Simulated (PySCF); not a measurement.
# TiH₂ + 3 Cl₂ → TiCl₄ + 2 HCl

Level: B3LYP in the def2-TZVP basis family, all electrons, no relativity, computed in PySCF with density fitting; open shells unrestricted.

| species | state and structure | ZPE (kJ/mol) | H(298 K) − H(0) (kJ/mol) | S° (J/(mol K)) |
| --- | --- | --- | --- | --- |
| TiH₂ | triplet, C2v, Ti–H 1.757 Å (×2); H–Ti–H 122.1° | 22.6 | 10.4 | 227.1 |
| Cl₂ | singlet, D∞h, Cl–Cl 2.014 Å | 3.2 | 9.2 | 223.0 |
| TiCl₄ | singlet, Td, Ti–Cl 2.181 Å (×4) | 15.1 | 21.5 | 352.9 |
| HCl | singlet, C∞v, H–Cl 1.282 Å | 17.6 | 8.7 | 186.7 |

Q: Is the gas-phase reaction uphill or downhill in electronic energy at this level, and by how much?

A: At B3LYP/def2-TZVP, ΔE = -1330.4 kJ/mol, downhill. 

Q: Add zero-point, thermal and entropy terms for 298.15 K and 1 bar.

A: ΔZPE = 18.1 and Δ[H(298) − H(0)] = 0.9 kJ/mol give ΔH° = -1311.4 kJ/mol. ΔS° = -169.8 J/(mol K), so ΔG° = -1311.4 − 298.15 × (-0.1698) = -1261 kJ/mol.

Open d or f shells are single determinants, so the state found may not be the ground state. Each species is the lowest minimum found with this bonding; other isomers or fragments can lie lower.
